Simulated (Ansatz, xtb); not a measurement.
C4H10N2O: 5 structures ranked

5 gas-phase structures of C4H10N2O, from a drawn sample of its isomers (lower ones may exist). Each was relaxed with GFN2-xTB; where two conformers were screened, the lower at r2SCAN-D4/def2-SVP is listed:

A. `N[C@@H]1CC[C@@H](N)O1`, a singlet
B. `N[C@@H]1CO[C@@H](N)C1`, a singlet
C. `N[C@@H]1CO[C@H](N)C1`, a singlet
D. `NC1(N)CCOC1`, a singlet
E. `NC1(N)CCCO1`, a singlet

Question: Estimate their order in r2SCAN-D4/def2-SVP energy at these geometries, lowest first.

Answer: Calculated order at r2SCAN-D4/def2-SVP: E (0.0), A (11.4), B (36.5), C (38.6), D (51.5) kJ/mol. Less than 1 kcal/mol parts B and C, so the order within that pair means little.

Energies above the lowest of each column, in kJ/mol; the last columns are at B3LYP-D3(BJ)/def2-SVP geometries and were run for some of them only (a dash: not run or not comparable):

| structure | GFN2-xTB | HF/STO-3G | r2SCAN-D4/def2-SVP | B3LYP-D3(BJ)/def2-SVP | CCSD(T)/def2-SVP + ΔMP2/def2-TZVPP |
| --- | --- | --- | --- | --- | --- |
| E | 0.0 | 0.0 | 0.0 | 0.0 | 0.0 |
| A | 15.3 | 14.2 | 11.4 | 10.6 | 8.6 |
| B | 26.8 | 26.9 | 36.5 | 32.6 | 31.0 |
| C | 29.8 | 27.8 | 38.6 | 33.1 | 34.1 |
| D | 33.3 | 34.8 | 51.5 | – | – |

Every level run on E puts it lowest or level with the lowest. Some further structures that were screened fall inside this span and aren't listed. Flexible structures stand in one conformer each, not always the lowest. Frequencies (GFN2-xTB) were run for A, B, E alone. ΔMP2 is the change of the MP2 energy from the smaller to the larger basis.

Over these structures GFN2-xTB departs from r2SCAN-D4/def2-SVP by 6.8 kJ/mol on average once a common shift is removed. A GFN2-xTB relaxation took about 0.099 s and the r2SCAN-D4/def2-SVP energy about 4.2 s on a shared host (Ansatz 0.2.0, xtb 6.7.1).
